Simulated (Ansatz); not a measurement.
Molecule: C2H8PSi, charge 0, multiplicity 2. It need not be the lowest isomer of its formula. 
Geometry from a B3LYP-D3(BJ)/def2-TZVP (Ansatz, a program for electronic structure) optimisation:
```
Si
C 1 1.8846
H 2 1.0906 1 111.28
H 2 1.0918 3 108.33 1 -122.19
H 2 1.0950 3 108.01 4 -116.50
C 1 1.8859 2 110.36 3 -179.51
H 6 1.0903 1 111.30 2 179.67
H 6 1.0922 7 108.38 1 122.33
H 6 1.0948 7 108.06 8 116.92
P 1 2.2735 2 108.74 3 54.58
H 10 1.4188 1 94.40 2 176.75
H 10 1.4247 11 93.40 1 95.68
```
Charge 0, spin multiplicity 2.

Dipole moments at this geometry, in debye (magnitudes).

```json
[
 {"level": "SVWN5/def2-TZVPD", "program": "Ansatz", "dipole (D)": "?"},
 {"level": "PBE/def2-TZVPD", "program": "Ansatz", "dipole (D)": "1.59"},
 {"level": "revPBE/def2-TZVPD", "program": "Ansatz", "dipole (D)": "1.59"},
 {"level": "BHLYP/def2-TZVPD", "program": "Ansatz", "dipole (D)": "1.52"},
 {"level": "LC-wPBE/def2-TZVPD", "program": "Ansatz", "dipole (D)": "1.65"},
 {"level": "CCSD(T)/aug-cc-pV(D+d)Z", "program": "Ansatz", "dipole (D)": "?"}
]
```

Problem. What belongs in the gaps?

Solution. 
- SVWN5/def2-TZVPD, dipole (D): 1.65
- CCSD(T)/aug-cc-pV(D+d)Z, dipole (D): 1.47
